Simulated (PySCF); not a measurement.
Ionisation energy along the 12-electron series

Calculated with PySCF 2.14 and a two-component X2C-1e Hamiltonian (Gaussian nucleus, no Breit or QED terms), each ion in its own even-tempered basis scaled to its charge; GMP2 freezes 1s2 and drops the highest virtual spinors. Values in eV. NIST values: (m) measured, (s) semi-empirical, (t) theoretical.

```tsv
ion	configuration	GHF (spin-free)	GMP2 (spin-free)	GHF (screened spin-orbit)	GMP2 (screened spin-orbit)	NIST
Hf⁶⁰⁺	[Ne] 3s2	6550.9	6554.3	6550.3	6554.1	6545 ± 10 (t)
W⁶²⁺	[Ne] 3s2	7003.5	7006.9	7002.9	7006.7	7000 ± 7 (s)
```

Task: Fill in the row of Ta⁶¹⁺.

Result: configuration: [Ne] 3s2; GHF (spin-free): 6774.9; GMP2 (spin-free): 6778.2; GHF (screened spin-orbit): 6774.2; GMP2 (screened spin-orbit): 6778.1; NIST: 6769 ± 12 (t).
